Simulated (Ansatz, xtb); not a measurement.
Breaking the B1–F3 bond in BF2H (SMILES FBF) (multiplicity 1 held, fragments rigid). Energies count from the point at 1.318 Å.
Geometry at that point (charge 0, multiplicity 1):
```xyz
4

B     -0.23542    -0.38536     0.08190
H     -0.84420    -1.38184     0.29368
F      0.89920    -0.13881     0.70492
F     -0.67460     0.50643    -0.78305
```

R- and RO- levels are restricted; in cc, def2 and unpolarised 6-31G sets they are followed outwards from rest. Unrestricted levels (U-) break spin symmetry where that is lower. Left out are points that failed, MP2 points that dive below the minimum, coupled-cluster points behind a jump of the amplitudes or a sharp parting from full CI or MRCI, small-basis points behind a change of solution, and semi-empirical points at long bonds. Levels need not reach the same state.

Correlated levels freeze the cores.

Codes used: Ansatz (a program for electronic structure) with Gaussian orbitals; xtb for the GFN methods. Values without a source in brackets are computed. The GFN methods have no spin term and hold the electronic entropy of 300 K.

Energies in kcal/mol.

```
R (Å)  GFN2-xTB  R-MP2/cc-pVDZ  R-CCSD/cc-pVDZ  U-CCSD(T)/cc-pVDZ
-----  --------  -------------  --------------  -----------------
1.054      64.8           72.6            71.9               72.5
1.186       9.3           14.9            14.5               14.9
1.318       0.0            0.0             0.0                0.0
1.449       7.4            5.2             5.5                5.1
1.581      20.2           19.5            20.1               19.4
1.779      41.2           47.2            48.1               46.8
1.977      61.0           75.2            76.2               74.3
2.306      89.0          115.8           116.2              114.4
2.635     109.3          146.9           145.4              142.6
3.031     124.2          173.8           168.0              159.0
3.558  left out          195.1        left out              163.6
4.217  left out          202.3        left out              164.5
```

Doubts at one or more of the structures used: a restricted determinant that unrestricted orbitals would lower (R-MP2/cc-pVDZ, R-CCSD/cc-pVDZ); other coupled-cluster roots lie near (R-CCSD/cc-pVDZ); T1 above 0.05 (R-CCSD/cc-pVDZ, U-CCSD(T)/cc-pVDZ); a spin-contaminated determinant (U-CCSD(T)/cc-pVDZ).
